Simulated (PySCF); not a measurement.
# RbBe⁺, CCSD: how much the basis matters

PySCF, RHF reference; singlet, unpaired electrons none; De to Rb⁺ + Be without counterpoise correction. Frozen cores follow the default of each basis and core potential.

| basis | relativity | functions | Re (Å) | ωe (cm⁻¹) | De (eV) | frozen orbitals |
| --- | --- | --- | --- | --- | --- | --- |
| def2-SVP | scalar-relativistic core potentials | 33 | 3.918 | 91.7 | 0.11 | 0 |
| def2-TZVP | scalar-relativistic core potentials | 52 | 3.805 | 99.6 | 0.15 | 0 |
| x2c-SVPall | spin-free X2C | 59 | 3.937 | 89.0 | 0.13 | 9 |

Question: How does each smaller set differ from the one with most functions, x2c-SVPall?

Answer: def2-SVP: -1.9 pm, +3.0 % in ωe, -0.02 eV in De; def2-TZVP: -13.2 pm, +11.9 % in ωe, +0.02 eV in De. All at CCSD; the set with most functions is neither the basis-set limit nor always the best. The rows treat relativity differently, so the differences are not basis effects alone.

Correlated steps freeze the inner cores (0 to 9 orbitals); shallow outer-core shells are correlated. The bond is weak. Basis-set superposition, not corrected here, can be much of De in a small basis, most of all at correlated wavefunction levels. For an ion De counts to the pair picked by the measured ionisation energies or electron affinities, which need not be the lowest pair at this level.
